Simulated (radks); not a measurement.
Neutral strontium, 38 electrons, occupied as [Kr] 5s1.75 6s0.25 (fractional occupations, a model configuration). Method: Dirac Kohn-Sham, BLYP, spin-unpolarised, spherical densities, point nucleus; computed with a radial shooting solver on a logarithmic mesh with Libxc functionals.

Normalised radial functions P(r) = r R(r) (large component), r in bohr:

```
   r/bohr * 6s1/2 (the largest magnitude, 0.307, reaches the edge; | marks zero)
 0.006845                             |*
  0.01124                             |*
  0.01846                             | *
  0.03031                             |*
  0.04978                             *
  0.08174                           * |
   0.1342                           * |
   0.2204                             |*
    0.362                             |   *
   0.5897                             *
   0.9683                      *      |
     1.59                             *
    2.611                             |          *
    4.288                             |      *
    7.041              *              |
    11.56  *                          |
    18.99             *               |
    31.18                          *  |
```

6s1/2: eigenvalue -0.529 eV, 5 radial nodes at r = 0.0499, 0.202, 0.578, 1.62, 5.13 bohr, <r> = 13.4 bohr, 90 % of the charge inside 19.6 bohr.
